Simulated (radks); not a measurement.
Rh4+, 41 electrons, occupied as [Kr] 4d5. Calculated with a radial shooting solver on a logarithmic mesh with Libxc functionals: non-relativistic Kohn-Sham, exchange-only PBE, spin-polarised, spherical densities, point nucleus; open shells are filled with parallel spins first (spin-orbit coupling, left out, can overturn this in heavy ions); relativity is left out, which matters for an element this heavy. Some entries of the table are withheld. Estimate them.

| orbital | occ. | eigenvalue (hartree) | <1/r> (bohr^-1) |
|---|---|---|---|
| 1s down | 1 | -824.1608 | 44.48 |
| 1s up | 1 | -824.1604 | 44.48 |
| 2s up | 1 | -118.9062 | 10.08 |
| 2s down | 1 | -118.8681 | 10.08 |
| 2p up | 3 | -110.3786 | 10.08 |
| 2p down | 3 | -110.3507 | 10.08 |
| 3s up | 1 | -22.74827 | 3.553 |
| 3s down | 1 | -22.72927 | 3.553 |
| 3p up | 3 | -19.37586 | 3.468 |
| 3p down | 3 | -19.35364 | 3.468 |
| 3d up | 5 | -13.16574 | 3.307 |
| 3d down | 5 | -13.13115 | 3.307 |
| 4s up | 1 | -4.77494 | 1.369 |
| 4s down | 1 | -4.59269 | 1.378 |
| 4p up | 3 | (1) | (2) |
| 4p down | 3 | (3) | (4) |
| 4d up | 5 | (5) | 1.012 |
| 4d down | 0 | (6) | 1.004 |

Answer. 
(1) 4p up eigenvalue (hartree): -3.73170
(2) 4p up <1/r> (bohr^-1): 1.264
(3) 4p down eigenvalue (hartree): -3.54507
(4) 4p down <1/r> (bohr^-1): 1.271
(5) 4d up eigenvalue (hartree): -2.05261
(6) 4d down eigenvalue (hartree): -1.86922
